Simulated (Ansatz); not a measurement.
One change: `C=C[SiH2][SiH2]Cl` becomes `NC[SiH2][SiH2]Cl`.

Ansatz, PBE0-D4/def2-TZVP geometries, multiplicity 1. Each molecule was computed in one conformer, which needn't be the lowest.

| property | `C=C[SiH2][SiH2]Cl` |
| --- | --- |
| HOMO energy (ωB97M-V/def2-TZVPP) / eV | -9.72 |
| HOMO–LUMO gap (B3LYP/def2-TZVPP) / eV | 6.44 |
| zero-point energy (PBE0-D4/def2-TZVP) / kJ/mol | 205.9 |
| LUMO energy (B3LYP/def2-TZVPP) / eV | -1.03 |
| HOMO–LUMO gap (ωB97M-V/def2-TZVPP) / eV | 10.83 |
| HOMO energy (PBE0/def2-TZVPP) / eV | -7.67 |

**Question.** What does the change do to each property? (Estimate.)

**Answer.** Ansatz gave: 
```csv
property,`NC[SiH2][SiH2]Cl`,shift
HOMO energy (ωB97M-V/def2-TZVPP) / eV,-9.43,0.29
HOMO–LUMO gap (B3LYP/def2-TZVPP) / eV,6.21,-0.23
zero-point energy (PBE0-D4/def2-TZVP) / kJ/mol,238.2,32.3
LUMO energy (B3LYP/def2-TZVPP) / eV,-0.62,0.41
HOMO–LUMO gap (ωB97M-V/def2-TZVPP) / eV,10.77,-0.06
HOMO energy (PBE0/def2-TZVPP) / eV,-7.07,0.60
```

With PBE0 the HOMO rises by 0.60 eV and the LUMO rises by 0.40 eV, so the gap narrows by about 0.20 eV. PBE moves the HOMO by 0.98 eV and ωB97M-V by 0.29 eV. The zero-point energy changes by 32.3 kJ/mol with +3 modes.

B3LYP here is the variant with VWN-RPA as its local correlation; programs differ in this.
